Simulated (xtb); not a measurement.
Species: H$_{4}$BNO$_{2}$, SMILES `NB(O)O` (charge 0, multiplicity 1).

**Question.** Give a relaxed geometry from GFN2-xTB in xtb 6.7.1.

**Answer.** Several could match; the one computed here: the end point of this relaxation, one of several conformers (outside a Z-matrix the atoms follow the SMILES, hydrogens last).
Cartesian coordinates (Å) in one orientation:
```xyz
8

N      1.120    -0.266    -0.029
B     -0.270    -0.052     0.047
O     -1.060    -1.075     0.477
O     -0.860     1.140    -0.292
H      1.524    -1.148     0.223
H      1.789     0.414    -0.338
H     -1.985    -0.832     0.496
H     -0.258     1.820    -0.585
```
